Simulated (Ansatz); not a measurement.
Isolated molecules relaxed with PBE0-D4/def2-TZVP in Ansatz; ΔE leaves out vibrations. CBS: MP2 limit from def2 TZ/QZ plus the TZ coupled-cluster correction, frozen cores. This one scheme is used for every species. Functionals use def2-TZVPP. B3LYP here is the variant with VWN-RPA as its local correlation; programs differ in this. def2 core potentials past Kr. For Br, In outer-core shells are correlated without core-valence functions, which leaves a few kJ/mol of doubt a bond. Scalar relativity is left out up to krypton. Each species was taken in one conformer, which may not be the lowest.

`C[N](C)[InH][SH]` + HBr → `C[N](C)[InH][Br]` + H₂S  (ligand exchange at the In–S bond)

```tsv
level	ΔE (kcal/mol)	difference from CCSD(T)/CBS
PBE-D4	-11.3	1.7
PBE0-D4	-12.3	0.7
B3LYP-D4	-12.7	0.3
ωB97X-V	-13.1	-0.1
r2SCAN	-12.7	0.3
PBE0	-12.5	0.5
HF/def2-TZVPP	-16.3	-3.3
SCS-MP2/def2-QZVPP	-13.1	-0.1
HF/CBS(def2)	-16.3	-3.3
CCSD/CBS(def2)	-13.6	-0.6
CCSD(T)/CBS	-13.0	0
```

Largest T1 diagnostic among the species: 0.015.

From PBE to PBE0 (25 % exact exchange), in def2-TZVPP and without D4, ΔE moves by −0.9 kcal/mol. In def2-TZVPP, CCSD(T) changes the Hartree–Fock value by +4.1 kcal/mol (the triples alone add +0.6 kcal/mol) and MP2 by +4.1 kcal/mol.
